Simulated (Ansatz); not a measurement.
System: BHCl2, charge 0, singlet. BHCl2 (SMILES ClBCl).
B3LYP-D3(BJ)/def2-TZVP minimum from Ansatz (a first-principles code):
```xyz
4

B     -0.5037    -0.3164    -0.3712
H     -1.3524    -0.8497    -0.9967
Cl    -0.3567     1.4186    -0.4260
Cl     0.5844    -1.2755     0.5938
```
Charge 0, spin multiplicity 1.

Hartree-Fock and CCSD correlation energies in hartree (Ansatz). Radicals and triplets start from unrestricted determinants; spin-orbit coupling is neglected. Cores are frozen in correlated methods. No relativity.

```json
[
 {"basis": "cc-pV(T+d)Z", "X": "3", "E(HF)": "-944.39220", "E(corr, CCSD)": "-0.51477"},
 {"basis": "cc-pV(Q+d)Z", "X": "4", "E(HF)": "-944.40082", "E(corr, CCSD)": "-0.55568"},
 {"basis": "cc-pV(5+d)Z", "X": "5", "E(HF)": "-944.40235", "E(corr, CCSD)": "withheld"}
]
```

Question: Fit E(corr) = E∞ + A/X³ to X = 3 and 4, predict X = 5, and compare with the run.

Answer: A = (-0.51477 - (-0.55568))/(1/27 - 1/64) = 1.9106; E∞ = -0.55568 - A/64 = -0.58553; at X = 5, E∞ + A/125 = -0.57025. The run gave -0.56902, 1.23 mEh above the prediction. The same form on X = 4 and 5 gives E∞ = -0.58302, 2.52 mEh above the first estimate.
